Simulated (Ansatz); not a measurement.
Consider the hydrogenolysis of a C–O bond: `O[SiH2]OCS` + H₂ → CH₃SH + `O[SiH2]O`.

Computed with Ansatz on PBE0-D4/def2-TZVP structures; ΔE is electronic, products minus reactants. CBS: MP2 limit from def2 TZ/QZ plus the TZ coupled-cluster correction, frozen cores. This one scheme is used for every species. DFT in def2-TZVPP. B3LYP here is the variant with VWN-RPA as its local correlation; programs differ in this. Each species was taken in one conformer, which may not be the lowest.

`O[SiH2]OCS`:

```xyz
11

O     1.374   -0.632    1.534
Si    1.306    0.510    0.366
O     0.407    0.059   -0.948
C    -0.976    0.171   -0.993
S    -1.864   -0.735    0.315
H     0.522   -0.884    1.903
H     2.686    0.687   -0.122
H     0.705    1.770    0.882
H    -1.308    1.208   -0.864
H    -1.320   -0.188   -1.963
H    -1.532   -1.966   -0.109
```

H₂:

Cartesian coordinates in Å:
```
H 0.281 0.192 0.153
H -0.281 -0.192 -0.153
```

CH₃SH:

Z-matrix (Å, degrees):
```
C
S 1 1.806
H 1 1.089 2 111.5
H 1 1.089 2 111.5 3 -123.8
H 1 1.090 2 106.2 3 118.1
H 2 1.342 1 97.1 3 61.9
```

`O[SiH2]O`:

```xyz
7

O     0.914    0.371    1.063
Si    0.228   -0.161   -0.330
O    -1.407   -0.023   -0.350
H     0.852    1.306    1.262
H     0.666    0.646   -1.492
H     0.654   -1.577   -0.418
H    -1.908   -0.562    0.265
```

**Question.** Is it downhill or uphill in electronic energy at CCSD(T)/CBS, and by how much? (Estimate.)

**Answer.** Ansatz gave: Downhill: ΔE = -98.3 kJ/mol.

**Question.** What do these levels give: r2SCAN-D4, B3LYP-D4, ωB97X-V, PBE, HF/def2-TZVPP, MP2/def2-TZVPP, SCS-MP2/def2-TZVPP, CCSD(T)/def2-TZVPP, HF/def2-QZVPP, MP2/def2-QZVPP, SCS-MP2/def2-QZVPP, MP2/CBS(def2)? (Best estimate.)

**Answer.** Ansatz gave: r2SCAN-D4 -90.6, B3LYP-D4 -90.2, ωB97X-V -93.7, PBE -96.0, HF/def2-TZVPP -119.8, MP2/def2-TZVPP -97.6, SCS-MP2/def2-TZVPP -100.0, CCSD(T)/def2-TZVPP -97.3, HF/def2-QZVPP -120.2, MP2/def2-QZVPP -98.3, SCS-MP2/def2-QZVPP -101.1, MP2/CBS(def2) -98.6 kJ/mol.

Largest T1 diagnostic among the species: 0.012.

In def2-TZVPP, CCSD(T) changes the Hartree–Fock value by +22.5 kJ/mol (the triples alone add +6.5 kJ/mol) and MP2 by +22.2 kJ/mol. The D4 term adds +15.4 kJ/mol with B3LYP and +8.5 kJ/mol with PBE0; it sums over pairs of atoms, weighted by their polarisabilities, and B3LYP, whose exchange is more repulsive, gets the larger term. From PBE to PBE0 (25 % exact exchange), in def2-TZVPP and without D4, ΔE moves by −6.9 kJ/mol.
